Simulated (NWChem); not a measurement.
Molecule: BI$_{2}$, doublet; SMILES I[B]I

```xyz
3

I      1.8863     0.0000    -0.0411
B      0.0000     0.0000     0.8715
I     -1.8863     0.0000    -0.0411
```
Atoms are numbered in this order, from 1.

Program: NWChem. Spin-unrestricted. In the optimisation the excess spin sits in a1 (C2v, its own frame). Coordinates come from a PBE0/def2-SVP, spin-unrestricted optimisation. No stability test was run on the SCF state. def2 effective core potentials on I; no spin-orbit coupling. Total energies compare along this basis series because the functional is fixed.

```
level           basis functions  energy (Ha)  highest occupied level (eV)  lowest empty minus highest occupied level, either spin (eV)  dipole (D)  relative time
--------------  ---------------  -----------  ---------------------------  -----------------------------------------------------------  ----------  -------------
UHF/def2-SVP                 66    -617.9556                        -8.94                                                         9.69        0.23              1
UHF/def2-SVPD                90    -617.9581                        -8.99                                                         9.63        0.23              2
UHF/def2-TZVP               131    -618.0019                        -8.93                                                         9.68        0.20              5
UHF/def2-TZVPD              155    -618.0021                        -8.94                                                         9.64        0.20             10
UHF/def2-TZVPP              131    -618.0019                        -8.93                                                         9.68        0.20              7
```

Relative times are rough (shared machine, one core).
